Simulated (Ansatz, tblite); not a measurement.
Removing and adding an electron: `C#Cc1ccc(C#Cc2ccc(C#Cc3ccc(C#Cc4ccc(C#Cc5ccc(C#Cc6ccc(C#Cc7ccc(C#Cc8ccccc8)cc7)cc6)cc5)cc4)cc3)cc2)cc1`. Charge 0, multiplicity 1. Geometry: PBE-D4/def2-SVP. Ansatz, gas phase; energy differences of separate SCF runs; the oxidised species was run as a doublet alone; the reduced species was run as a doublet alone.

Cartesian coordinates in Å:
```
C 6.456 22.200 15.092
C 6.204 21.160 14.492
C 5.910 19.951 13.795
C 4.980 19.017 14.322
C 4.692 17.836 13.640
C 5.323 17.539 12.402
C 5.029 16.337 11.705
C 4.773 15.295 11.096
C 4.478 14.100 10.391
C 3.557 13.151 10.915
C 3.263 11.982 10.218
C 3.877 11.706 8.965
C 3.572 10.520 8.249
C 3.306 9.494 7.617
C 2.997 8.323 6.878
C 3.588 8.091 5.606
C 3.277 6.950 4.871
C 2.360 5.987 5.375
C 2.034 4.834 4.616
C 1.747 3.841 3.941
C 1.414 2.713 3.148
C 0.521 1.716 3.627
C 0.183 0.620 2.837
C 0.722 0.471 1.530
C 0.365 -0.632 0.712
C 0.051 -1.578 -0.016
C -0.314 -2.648 -0.873
C -1.154 -3.700 -0.417
C -1.523 -4.738 -1.268
C -1.071 -4.772 -2.616
C -1.460 -5.817 -3.494
C -1.801 -6.711 -4.272
C -2.197 -7.725 -5.183
C -2.979 -8.832 -4.754
C -3.376 -9.817 -5.655
C -3.012 -9.739 -7.027
C -3.426 -10.733 -7.952
C -3.788 -11.587 -8.765
C -4.206 -12.560 -9.709
C -4.946 -13.704 -9.302
C -5.360 -14.654 -10.232
C -5.056 -14.504 -11.612
C -5.483 -15.469 -12.563
C -5.855 -16.303 -13.391
C -6.285 -17.264 -14.349
C -6.036 -17.067 -15.733
C -6.462 -18.013 -16.671
C -7.142 -19.171 -16.253
C -7.394 -19.377 -14.886
C -6.973 -18.437 -13.939
C -4.316 -13.361 -12.020
C -3.900 -12.412 -11.090
C -2.226 -8.633 -7.455
C -1.827 -7.650 -6.554
C -0.224 -3.723 -3.069
C 0.147 -2.687 -2.218
C 1.621 1.464 1.053
C 1.960 2.559 1.844
C 1.774 6.215 6.650
C 2.085 7.357 7.384
C 4.800 12.654 8.443
C 5.094 13.823 9.139
C 6.255 18.475 11.876
C 6.542 19.656 12.558
H 6.678 23.116 15.620
H 4.485 19.237 15.280
H 3.969 17.119 14.057
H 3.075 13.354 11.882
H 2.548 11.256 10.633
H 4.297 8.830 5.205
H 3.738 6.783 3.887
H 0.094 1.823 4.635
H -0.512 -0.142 3.217
H -1.515 -3.682 0.621
H -2.177 -5.545 -0.906
H -3.270 -8.902 -3.696
H -3.982 -10.668 -5.312
H -5.188 -13.831 -8.236
H -5.932 -15.535 -9.904
H -5.504 -16.159 -16.056
H -6.263 -17.847 -17.741
H -7.475 -19.913 -16.994
H -7.926 -20.282 -14.554
H -7.169 -18.595 -12.868
H -4.074 -13.234 -13.085
H -3.328 -11.531 -11.417
H -1.937 -8.563 -8.514
H -1.221 -6.799 -6.897
H 0.134 -3.740 -4.109
H 0.800 -1.880 -2.581
H 2.046 1.358 0.045
H 2.654 3.322 1.463
H 1.065 5.477 7.051
H 1.622 7.525 8.368
H 5.281 12.451 7.475
H 5.809 14.548 8.725
H 6.750 18.256 10.918
H 7.265 20.373 12.142
```

The xTB rows come from tblite. Single mean-field runs in def2-TZVP are fitted with def2-universal-jkfit.

```
            level  −HOMO (eV)  vertical IE (eV)  −LUMO (eV)  vertical EA (eV)  HOMO–LUMO gap (eV)  IE − EA (eV)
         GFN1-xTB       10.73             11.59        8.87              7.99                1.86          3.60
         GFN2-xTB        9.73             10.62        7.86              6.96                1.88          3.67
 PBE-D4/def2-TZVP        4.97              5.87        3.26              2.46                1.70          3.41
PBE0-D4/def2-TZVP        5.68              6.33        2.69              2.12                2.99          4.21
```

 Raw xTB energy differences between charge states are shifted by several eV; the methods need an empirical correction for them. Sets without diffuse functions give affinities that are too small.
